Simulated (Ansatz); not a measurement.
Compare A (`[Cl][GeH2][GeH2][Cl]`) with its isomer B (`[Cl][GeH]([Cl])[GeH3]`).

Isolated molecules relaxed with PBE0-D4/def2-TZVP in Ansatz; ΔE leaves out vibrations. CBS: MP2 limit from def2 TZ/QZ plus the TZ coupled-cluster correction, frozen cores. DFT in def2-TZVPP. B3LYP here is the variant with VWN-RPA as its local correlation; programs differ in this. For Ge outer-core shells are correlated without core-valence functions, which leaves a few kJ/mol of doubt a bond. Scalar relativity is left out up to krypton. One conformer a species, not always the lowest.

Q: Which isomer does CCSD(T)/CBS put lower? Give the gap. (Estimate.)

A: Computed: B, by 8.1 kJ/mol.

Q: Give E(B) − E(A) in kJ/mol with CCSD(T)/def2-TZVPP, MP2/def2-TZVPP, ωB97M-V, B3LYP, r2SCAN-D4, B3LYP-D4, PBE0-D4. (Estimate.)

A: Ansatz gave: CCSD(T)/def2-TZVPP -8.1, MP2/def2-TZVPP -9.0, ωB97M-V -7.9, B3LYP -6.3, r2SCAN-D4 -9.3, B3LYP-D4 -8.1, PBE0-D4 -8.0. None reverses the order clearly.

Largest T1 diagnostic: 0.011.

In def2-TZVPP, CCSD(T) changes the Hartree–Fock value by −5.9 kJ/mol (the triples alone add −1.2 kJ/mol) and MP2 by −6.9 kJ/mol.
